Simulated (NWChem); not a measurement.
System: H₂Se₂S; SMILES [SeH][Se]S

```xyz
5

Se    -0.7462     0.5843     0.0089
S      0.9354     2.0165     0.0521
H      1.1244     2.1070    -1.2855
Se     0.2255    -1.5353    -0.0385
H      0.3684    -1.6851     1.4229
```
Atoms are numbered in this order, from 1.

Level: PBE0/def2-SVP (NWChem), optimised geometry, unscaled harmonic frequencies. This build's default masses of Se (78.918 u) and Br (79.917 u) are each other's, which moves their modes by up to 0.6 %.

```tsv
frequency (cm⁻¹)	IR intensity (km/mol)
133	0.1
282	8.8
289	11.6
318	19.9
389	13.2
730	5.8
822	1.4
2420	11.7
2686	0.3
```

```json
{
  "zero_point_energy": "11.5 kcal/mol",
  "thermal correction to the enthalpy at 298.15 K (with zero-point energy)": "15.4 kcal/mol",
  "heat capacity Cv": "15.8 cal/(mol K)",
  "entropy at 298.15 K and 1 atm (symmetry number 1)": "78.1 cal/(mol K)",
  "dipole_moment": "0.45 D"
}
```

Rigid rotor and harmonic oscillator.
